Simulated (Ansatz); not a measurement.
Input for Ansatz (an electronic-structure program): U-PBE0/def2-TZVPP on TiP, 2S+1 = 6, a spin state set in the input, which need not be the lowest.

Ansatz 0.2 input:
```yaml
crystal:
  periodic: [false, false, false]
  atoms:
    - {symbol: Ti, position_ang: [0.00000000, 0.00000000, 0.00000000]}
    - {symbol: P, position_ang: [0.00000000, 0.00000000, 2.53600000]}
basis:
  gaussian:
    orbitals: def2-TZVPP
hamiltonian:
  xc: {name: PBE0}
magnetization: {spin_polarized: true, initial_magnetization: 5}
relax: {f_tol: 0.002, max_steps: 120}
```

Q: Predict the final total energy.

A: -1190.3526 hartree.

Q: How many basis functions does it have, and what does it roughly cost on one machine?

A: 106 functions; very roughly 60 core-seconds.
